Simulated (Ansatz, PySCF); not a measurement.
HO3S, SMILES O=S(=O)=[OH+], charge +1. Atoms are numbered in the order given.

```xyz
5

O     -1.3392     0.5991     0.0000
S     -0.0933    -0.0801     0.0000
O      0.2488    -1.4516     0.0000
O      1.1624     0.8072     0.0000
H      0.9917     1.7813     0.0000
```
Charge +1, spin multiplicity 1.

The structure is a stationary point at PBE0-D3(BJ)/def2-SVP. The isomer is the one that the SMILES or the coordinates give; other isomers of the formula were not compared.

Two levels are set side by side: PBE-D3(BJ)/def2-SVP (PySCF) and PBE0-D3(BJ)/def2-SVP (Ansatz, a quantum-chemistry and plane-wave program). Each level has its own optimised geometry; the coordinates shown are those of the second. Frequencies come from the Hessian of PySCF at each geometry. Differences are taken from unrounded values.

| quantity | PBE0-D3(BJ) |
|---|---|
| mean bond length (Å) | 1.340 |
| bond O1–S2 (Å) | 1.419 |
| bond S2–O3 (Å) | 1.414 |
| bond S2–O4 (Å) | 1.538 |
| bond O4–H5 (Å) | 0.989 |
| highest harmonic wavenumber (cm⁻¹) | 3586 |
| mean harmonic wavenumber (cm⁻¹) | 1145 |
| zero-point energy (kcal/mol) | 14.74 |

Question: What does PBE-D3(BJ) give, and how far is it from PBE0-D3(BJ)? (Estimate from the structure and the level; the computed values follow.)

Answer: 
| quantity | PBE-D3(BJ) | PBE-D3(BJ) minus PBE0-D3(BJ) |
|---|---|---|
| mean bond length (Å) | 1.366 | 0.026 |
| bond O1–S2 (Å) | 1.447 | 0.028 |
| bond S2–O3 (Å) | 1.441 | 0.027 |
| bond S2–O4 (Å) | 1.575 | 0.038 |
| bond O4–H5 (Å) | 1.001 | 0.012 |
| highest harmonic wavenumber (cm⁻¹) | 3432 | -153 |
| mean harmonic wavenumber (cm⁻¹) | 1076 | -69 |
| zero-point energy (kcal/mol) | 13.85 | -0.89 |

Exact exchange shortens and stiffens bonds; PBE has none. Differences between two approximate levels are no errors against the true value.
